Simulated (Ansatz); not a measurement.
H2GeO, SMILES `[OH][GeH]` (lower singlet; H–O–Ge–H torsion 0°) (charge 0, multiplicity 1). This singlet lies 1.85 eV below the relaxed triplet at the level frozen-core CCSD(T)/cc-pVTZ // B3LYP-D3(BJ)/def2-TZVP (Ansatz, a quantum-chemistry and plane-wave program).

Cartesian coordinates (Å):
SMILES: [OH][GeH]
```xyz
4

O     -0.9514     0.2842     0.7261
Ge     0.7754     0.7934     0.6832
H     -1.1374    -0.5631     0.3076
H      1.3133    -0.5145    -0.1131
```
Charge 0, multiplicity 1.

Frozen-core energies in cc-pVDZ from Ansatz at a geometry from B3LYP-D3(BJ)/def2-TZVP; the HF reference has <S^2> = 0.00 and the T1 diagnostic is 0.016.

```json
[
 {"level": "HF", "energy (Ha)": "-2151.35448"},
 {"level": "MP2", "energy (Ha)": "-2151.64470"},
 {"level": "CCSD", "energy (Ha)": "-2151.66592"}
]
```

Q: Estimate the energies of CCSD(T), CCSDT and CCSDT(Q), and give each level's difference from CCSDT(Q).

A: 
```tsv
level	energy (Ha)	difference from CCSDT(Q) (mHa)
MP2	-2151.64470	31.23
CCSD	-2151.66592	10.01
CCSD(T)	-2151.67440	1.53
CCSDT	-2151.67496	0.97
CCSDT(Q)	-2151.67593	0.00
```
